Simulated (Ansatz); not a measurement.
Mulliken charges of CH₃FGeOS, SMILES `[F][GeH]1[O]C[S]1` from ωB97M-V/def2-TZVPP in Ansatz (PBE0-D4/def2-TZVP geometry).

```
atom   x (Å)   y (Å)   z (Å)  charge (e)
  F1  -1.563   1.690   0.975      -0.357
 Ge2  -0.021   1.098   0.462       0.703
  O3   0.142  -0.638   0.836      -0.415
  C4   0.144  -1.143  -0.484      -0.011
  S5   0.069   0.352  -1.591      -0.220
  H6   0.988   2.049   1.104       0.034
  H7   1.063  -1.694  -0.690       0.131
  H8  -0.729  -1.772  -0.668       0.134
```

Q: By hand: the dipole of these point charges (1 e Å = 4.8032 D).

A: Σ q r = (0.543, -0.021, -0.157) e Å, of length 0.566 e Å = 2.72 D.

Q: How does the dipole of the full density compare? (Estimate.)

A: Ansatz gave: (0.363, -0.039, -0.113) e Å, 1.84 D; the point charges give 1.48 times that, at 4° from its direction.

Point charges leave out the atoms' own dipoles, such as those of lone pairs, and Mulliken's split depends on the basis, so the two needn't agree.
